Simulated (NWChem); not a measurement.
Species: borazine (B₃N₃H₆); SMILES N1BNBNB1

Results from NWChem. The geometry was optimised at PBE0/def2-SVP. Vertical excitations in the gas phase.

Question: What does the run give for PBE/def2-SVPD, TDA? Quantities: lowest excitation, singlet (eV); oscillator strength of that lowest state; orbital gap (eV).

Answer: 
```json
{
 "lowest excitation, singlet (eV)": "6.34",
 "oscillator_strength_of_that_lowest_state": "0.000",
 "orbital gap (eV)": "6.25"
}
```
